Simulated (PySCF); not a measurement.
# What a mistake does to a calculation on BClH5Si2

These are calculations, not measurements. They come from PySCF 2.14.0, an open-source quantum chemistry program, on an isolated molecule that a program drew, which may never have been made. The molecule is BClH5Si2 (charge 0, doublet), drawn as the SMILES string `B[SiH]([SiH2])Cl`.

Each row is a Hartree-Fock (HF) and frozen-core CCSD(T) single point in the cc-pV(D+d)Z basis, meant for a local HF minimum. Run 1 is clean. Each other run has one planted mistake out of seven kinds, and not every kind appears here: one electron removed, one electron added, multiplicity raised by two, geometry at a saddle point, minimal basis STO-3G, one bond length entered in bohr, all coordinates scaled. The reference is restricted for singlets and unrestricted otherwise, and also for a bond in bohr. Adding or removing an electron swaps singlet and doublet. Electrons count all cores. HOMO and LUMO are orbital energies over both spins, the gradient is its largest component, and the lowest frequency (negative if imaginary) is given only where the gradient is small. Bond lengths are over the 8 bonds as drawn. T1 is the CCSD diagnostic: over 0.02 (restricted) or 0.045 (unrestricted) a single reference is doubtful.

Geometry of the clean run:
```xyz
9
BClH5Si2, angstrom
B     1.1100   -0.6549    0.8607
Si   -0.2638   -1.7911   -0.1002
Si   -1.5539   -2.9823    1.4790
Cl    0.6471   -3.1973   -1.3576
H     0.7675    0.3820    1.3572
H     2.2396   -1.0217    1.0091
H    -1.1687   -0.9877   -0.9498
H    -0.7411   -3.9067    2.3054
H    -2.3399   -2.0839    2.3613
```

```
run,electrons,basis functions,<S^2>,HOMO (eV),LUMO (eV),gradient (hartree/bohr),lowest frequency (cm^-1),mean bond (Å),longest bond (Å),T1,HF (hartree),CCSD(T) (hartree),mistake
1,55,108,0.765,-8.94,0.25,2.2e-05,105,1.6655,2.362,0.0151,-1064.95634,-1065.43122,no fault
2,56,108,0.000,-1.44,5.63,2.9e-02,-,1.6655,2.362,0.0318,-1064.96988,-1065.48845,one electron added
3,55,108,1.429,-9.04,0.22,2.1e-02,-,1.7989,2.362,0.0569,-1064.83755,-1065.31277,one bond length entered in bohr
4,55,37,0.754,-6.52,5.08,3.4e-02,-,1.6655,2.362,0.0080,-1053.06178,-1053.20708,?
5,55,108,0.772,-8.79,0.38,6.7e-02,-,1.5189,2.154,0.0161,-1064.88329,-1065.35841,?
```

**Which mistake was planted in run 4, and what did it cost?**

It has 37 basis functions where the clean run has 108, with the same electrons and geometry. So the mistake is: minimal basis STO-3G. Subtracting run 1 and multiplying by 627.51 kcal/mol a hartree, the energy moved by 7463.9 kcal/mol in HF and 7670.8 kcal/mol in CCSD(T).

**Which mistake was planted in run 5, and what did it cost?**

The mean and the longest bond both change by the same factor, 0.912, and the gradient is no longer small. So the mistake is: all coordinates scaled. Subtracting run 1 and multiplying by 627.51 kcal/mol a hartree, the energy moved by 45.8 kcal/mol in HF and 45.7 kcal/mol in CCSD(T).

Cautions from the logs. Run 2: T1 is over the limit, so its CCSD(T) energy is less reliable; run 3: T1 is over the limit, so its CCSD(T) energy is less reliable.
